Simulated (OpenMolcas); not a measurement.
# Te: effect of the active space

* Program: OpenMolcas 26.06
* Method: CASSCF or its RAS form
* Basis: ANO-RCC-VQZP
* Scalar Hamiltonian: DKH2, point nucleus
* Spin-orbit coupling: state interaction with AMFI integrals over the reference wave functions, term energies averaged over their components

A. 4 electrons in 3 orbitals (5p); 2S+1 = 3 even, 3 roots; 2S+1 = 1 even, 6 roots; cost of the order of 4 core-seconds
B. 6 electrons in 4 orbitals (5s 5p); 2S+1 = 3 even, 3 roots; 2S+1 = 1 even, 6 roots; 2S+1 = 3 odd, 3 roots (0 in the spin-orbit step); cost roughly 13 core-seconds
C. 6 electrons in 8 orbitals (5s 5p 6s 6p); 2S+1 = 3 even, 3 roots; 2S+1 = 1 even, 6 roots; 2S+1 = 3 odd, 3 roots (0 in the spin-orbit step); cost roughly 30 core-seconds
D. 4 electrons in 9 orbitals (RAS2 5p; RAS3 5d 6s, at most 1 electron); 2S+1 = 3 even, 3 roots; 2S+1 = 1 even, 6 roots; 2S+1 = 5 odd, 5 roots; 2S+1 = 3 odd, 5 roots (0 in the spin-orbit step); 2S+1 = 1 odd, 1 root (0 in the spin-orbit step); cost of the order of 30 core-seconds
E. 6 electrons in 9 orbitals (RAS2 5s 5p; RAS3 5d, at most 2 electrons); 2S+1 = 3 even, 3 roots; 2S+1 = 1 even, 6 roots; 2S+1 = 3 odd, 3 roots; 2S+1 = 1 odd, 3 roots (0 in the spin-orbit step); cost roughly 30 core-seconds

Energies in cm-1 above 5s2 5p4 3P2, the measured ground level; measured values from NIST Handbook of Basic Atomic Spectroscopic Data.

```
      Level      A      B      C      D      E  Measured
5s2 5p4 3P2    0.0    0.0    0.0    0.0    0.0       0.0
5s2 5p4 3P1   4216   4217   4104   4216   4149      4751
5s2 5p4 3P0   4777   4440   4216   4777   4526      4706
5s2 5p4 1D2  12377  12377  12150  12377  11805     10558
5s2 5p4 1S0  27092  22205  21498  27092  23601     23198
```

Deviations, from unrounded energies. A percentage is the sum of absolute deviations over the sum of measured energies, with the sign that they share, or ± where signs differ.

```tsv
Against measurement	Levels	A	B	C	D	E
mean absolute deviation (cm-1)	4	1600	900	1100	1600	610
fine structure of the ground term (%)	2	±6.4	-8.5	-12.0	±6.4	-8.3
other terms of the ground configuration (%)	2	+16.9	±8.3	±9.8	+16.9	+4.9
```

E lies closest to measurement on these levels and A furthest from it. The largest miss of E in the table is 5s2 5p4 1D2, by +1200 cm-1. The ranking rests on the paired levels alone, and a cruder setting can come out closer through cancelling errors.

Among A to E the level of the table that moves most is 5s2 5p4 1S0, by 5600 cm-1 (lowest in C, highest in A).

With the s shell closed, the reference lacks s² → p² mixing (holds for A; D). Some high roots are left out of the spin-orbit mixing, which shifts the levels that they would mix with (holds for B; C; D; E). Active for correlation alone: 6p 6s; no level in the range computed is led by a configuration that fills them, so any true level of that kind is missing (holds for C). No level of 5s2 5p3 6s was computed, though it lies in the active space (holds for D). Active for correlation alone: 5d; no level in the range computed is led by a configuration that fills it, so any true level of that kind is missing (holds for E). Measured partners are found by configuration, term and J. A level has none where our copy of the source lacks it or the pairing is in doubt (some pairs that miss far off the trend of their configuration count as doubtful), and it then counts in no deviation. Only configurations of the active space appear. Levels that lie high or do not pair safely by name in every column are left out.
